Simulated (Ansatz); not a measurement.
Molecule: C4H3O2 (charge -1, singlet). It need not be the lowest isomer of its formula. Whether it binds its extra electron was not tested at this geometry. 
Structure (B3LYP-D3(BJ)/def2-TZVP (Ansatz, a first-principles code) minimum search):
SMILES: c1ccc(o1)[O-]
```xyz
9

O      1.9294    -0.6350    -0.2088
C      0.7948    -0.1533    -0.1119
C      0.2135     1.1109    -0.3052
C     -1.1814     1.0133    -0.0213
C     -1.4400    -0.2713     0.3338
O     -0.2831    -1.0156     0.2954
H      0.7623     1.9849    -0.6165
H     -1.9135     1.8078    -0.0743
H     -2.3410    -0.7859     0.6250
```
Charge -1, spin multiplicity 1.

Basis-set convergence of Hartree-Fock and MP2 correlation energies (hartree) with Ansatz. Correlated levels leave the core frozen unless marked. No spin-orbit coupling. No relativistic terms.

| basis | functions | E(HF) | E(corr, MP2) |
|---|---|---|---|
| aug-cc-pVDZ | 165 | -302.96536 | -0.94678 |
| aug-cc-pVTZ | 345 | -303.03589 | -1.13675 |
| aug-cc-pVQZ | 618 | -303.05416 | -1.20394 |

Extrapolating the two largest sets (X = 3 and 4) as X^-3: E(corr) = (64·(-1.20394) - 27·(-1.13675))/37 = -1.2530 Eh, an estimate of the basis-set limit. The largest set recovers 96.1 % of it, the smallest 75.6 %.
